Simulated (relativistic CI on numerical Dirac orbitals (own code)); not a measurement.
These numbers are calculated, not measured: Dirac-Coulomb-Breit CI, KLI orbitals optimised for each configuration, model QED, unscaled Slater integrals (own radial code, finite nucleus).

Configurations in the expansion (outside the closed core 1s2): 2s²2p⁴, 2s2p⁵, 2p⁶, 2p⁵3s, 2p⁵3p, 2p⁵3d, 2s²2p³3s, 2s²2p³3p, 2s²2p³3d, 2s2p⁴3s, 2s2p⁴3p, 2s2p⁴3d, 2s²2p³4s, 2s²2p³4p, 2s²2p³4d, 2s²2p³4f, 2s2p⁴4s, 2s2p⁴4p, 2s2p⁴4d, 2s2p⁴4f, 2s²2p²3s², 2s²2p³5s, 2s²2p³5p, 2s²2p²3s3p, 2s²2p³5d, 2s²2p³5f, 2s²2p³5g, 2s²2p²3p², 2s²2p²3s3d, 2s²2p²3p3d, 2s2p³3s², 2s²2p²3d², 2s2p³3s3p, 2s2p⁴5s, 2s2p⁴5p, 2s2p³3p². Levels of other configurations are missing.

At this charge energies of transitions that change n are usually good to better than 1 %, and those within a shell (Δn = 0) to a few per cent.

Outline of the computed level scheme of Ga XXIV. Lowest level of each configuration: 2s²2p⁴ ³P2 at 0.00 eV; 2s2p⁵ ³P°2 at 155.76 eV; 2p⁶ ¹S0 at 357.83 eV; 2s²2p³3s ⁵S°2 at 1265.46 eV; 2s²2p³3p ⁵P1 at 1302.43 eV; 2s²2p³3d ⁵D°2 at 1354.36 eV.

Some strong electric-dipole decays among the lowest 45 levels: 2s²2p³3d ³D°2 → 2s²2p⁴ ³P2 (7.5e+12 s⁻¹); 2s²2p³3s ³S°1 → 2s²2p⁴ ³P2 (5.0e+12 s⁻¹); 2s²2p³3s ¹D°2 → 2s²2p⁴ ¹D2 (4.7e+12 s⁻¹); 2s²2p³3s ³D°1 → 2s²2p⁴ ³P1 (3.8e+12 s⁻¹); 2s²2p³3s ¹P°1 → 2s²2p⁴ ¹S0 (3.3e+12 s⁻¹); 2s²2p³3s ³P°0 → 2s²2p⁴ ³P1 (2.5e+12 s⁻¹); 2s²2p³3s ³D°3 → 2s²2p⁴ ³P2 (2.5e+12 s⁻¹); 2s²2p³3s ³D°2 → 2s²2p⁴ ³P2 (2.1e+12 s⁻¹).

LS names give the leading component of a level, which can be under half, so a name can repeat, a term be missing and a line seem to break the LS rules.
